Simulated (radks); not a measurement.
The numbers below are computed, except where a source is named.
The nuclear charge of neutral fluorine is varied continuously with 9 electrons held in [He] 2s2 2p5. Level of theory: non-relativistic Kohn-Sham, BLYP, spin-polarised, spherical densities, point nucleus; open shells are filled with parallel spins first (a radial shooting solver on a logarithmic mesh with Libxc functionals). By the Hellmann-Feynman theorem dE/dZ = E(electron-nucleus)/Z, the electronic potential at the nucleus.

Z = 8.75: E (hartree) -93.24807; E(electron-nucleus)/Z (hartree) -25.5651; HOMO 2p; e(HOMO) (eV) -6.209; <r> HOMO (bohr) 1.219
Z = 9: E (hartree) -99.75809; E(electron-nucleus)/Z (hartree) -26.5146; HOMO 2p; e(HOMO) (eV) -10.241; <r> HOMO (bohr) 1.130
Z = 9.25: E (hartree) -106.50519; E(electron-nucleus)/Z (hartree) -27.4618; HOMO 2p; e(HOMO) (eV) -14.773; <r> HOMO (bohr) 1.058
Z = 9.5: E (hartree) -113.48886; E(electron-nucleus)/Z (hartree) -28.4073; HOMO 2p; e(HOMO) (eV) -19.784; <r> HOMO (bohr) 0.9956
Z = 9.75: E (hartree) -120.70875; E(electron-nucleus)/Z (hartree) -29.3516; HOMO 2p; e(HOMO) (eV) -25.263; <r> HOMO (bohr) 0.9419
Z = 10: E (hartree) -128.16456; E(electron-nucleus)/Z (hartree) -30.2948; HOMO 2p; e(HOMO) (eV) -31.202; <r> HOMO (bohr) 0.8944

The central difference of E at Z = 9 is -26.514 hartree, to compare with the third column; the second derivative is -3.79 hartree.
